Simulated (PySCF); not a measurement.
C$_{5}$H$_{4}$N, doublet, geometry from GFN2-xTB, atoms displaced at random by about 0.05 Å a coordinate. Base run: PySCF with PBE/STO-3G.

PySCF was given this input:
```python
from pyscf import gto, scf, dft
from pyscf.geomopt import geometric_solver

mol = gto.Mole()
mol.atom = '''
    N    -0.09473726   -0.00264891    1.41913835
    C    -0.01589540   -0.03159137   -1.25210780
    C    -0.06240978    1.17111195    0.79486452
    C    -0.08077098   -1.10681331    0.79251471
    C    -0.08180805   -1.08972973   -0.62042919
    C    -0.04420548    1.28107107   -0.70984592
    H     0.05662106    0.03278811   -2.30096254
    H    -0.05863514   -2.01164742    1.38283612
    H    -0.01415793   -2.15514622   -1.12803641
    H     0.05265874    2.21017397   -1.19518624
'''
mol.basis = 'sto-3g'
mol.spin = 1
mol.verbose = 3
mol.build()

def method(m):
    mf = dft.UKS(m)
    mf.xc = 'pbe'
    return mf

conv, mol_eq = geometric_solver.kernel(method(mol), maxsteps=100)
print('optimisation converged:', conv)
print(mol_eq.tostring(format='xyz'))
mf = method(mol_eq)
mf.kernel()
```

Variants of this job, named by their change:

```
change                           ΔE vs base (kJ/mol)  optimiser steps  core-seconds (rough)
-------------------------------  -------------------  ---------------  --------------------
base                                            0.00               10                    70
convergence_set = GAU_TIGHT                    -0.01               30                   200
trust = 0.5                                     0.00               10                    80
coordsys = hdlc                                 0.00                9                    60
convergence_set = NWCHEM_LOOSE                  0.00               10                    70
convergence_set = GAU_LOOSE                     0.00               10                    70
convergence_set = GAU_VERYTIGHT                -0.01               37                   200
```

Open shells are given as the SCF converged; they aren't shown to be the lowest states, and a large step between rows can be another state.
